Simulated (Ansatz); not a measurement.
This geometry of AlB2BrH4 (8 atoms, charge 0, multiplicity 1) is a first-order saddle point.

Level of theory: RKS PBE0-D4/def2-SVP in Ansatz 0.2.0.

```xyz
8
Properties=species:S:1:pos:R:3
B 0.103 1.615 -0.612
B 0.486 0.309 0.506
Al -0.504 -1.554 0.515
Br 0.388 -2.974 -1.034
H -0.818 1.547 -1.397
H 0.746 2.641 -0.637
H 1.428 0.471 1.256
H -1.736 -2.113 1.348
```

Q: Which two structures does it join? (They come from a converged band through this point; their orientation in space is the band's.)

A: No bond is made or broken. The dihedral H5–B1–B2–Al3 goes from -84 to 87°. The two ends are copies of one structure, up to a mirror image or an exchange of like atoms.

First end point:

```xyz
8
Properties=species:S:1:pos:R:3
B -0.001 1.511 -0.499
B 0.685 0.417 0.458
Al -0.376 -1.427 0.410
Br 0.354 -2.920 -1.135
H 0.246 1.560 -1.686
H -0.897 2.225 -0.099
H 1.666 0.449 1.164
H -1.585 -1.873 1.332
```

Last end point:

```xyz
8
Properties=species:S:1:pos:R:3
B 0.001 1.507 -0.501
B 0.688 0.419 0.461
Al -0.375 -1.424 0.411
Br 0.348 -2.911 -1.143
H -0.899 2.219 -0.103
H 0.246 1.554 -1.689
H 1.664 0.452 1.174
H -1.582 -1.874 1.335
```

Q: How far does it lie above each of them?

A: 87.0 kJ/mol above the first and 87.0 kJ/mol above the second. This is the barrier of this one path; another mechanism may lie lower.

Run time: 7.3 min on 2 threads of Arm Neoverse N1, with other jobs on the host, peak memory 0.23 GiB.
